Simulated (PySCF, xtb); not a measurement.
Al(SH)3 (AlH3S3), SMILES [SH][Al]([SH])[SH].

GFN2-xTB in xtb at its own geometry gives an orbital gap of 3.62 eV and a dipole moment of 2.42 D.

The structure is a stationary point at B3LYP-D3(BJ)/def2-SVP. The values are those of a single conformer.

Task: What does r2SCAN/def2-TZVP (PySCF) give? (Estimate from the structure and the level; the computed values follow.)

Result: gap 5.63 eV (levels -6.82 and -1.19 eV), dipole 1.55 D.
